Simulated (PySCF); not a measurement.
# Excitation energy of Nb²⁺ by level of theory

Nb²⁺ [Kr] 4d3 (4F) → Nb²⁺ [Kr] 4d2 5s1 (4F), as a difference of total energies. Calculation: PySCF 2.14, in aug-cc-pVTZ-PP with ECP28MDF (6s6p5d3f2g, 88 functions); scalar relativity through the core potential. Correlated levels: valence: 4s2 4p6 frozen. The calculations carry no spin-orbit coupling.

| method | excitation energy (cm⁻¹) |
| --- | --- |
| UHF | 24751 |
| MP2 (valence) | 25297 |
| SCS-MP2 (valence) | 24933 |
| CCSD (valence) | 25280 |
| CCSD(T) (valence) | 25276 |
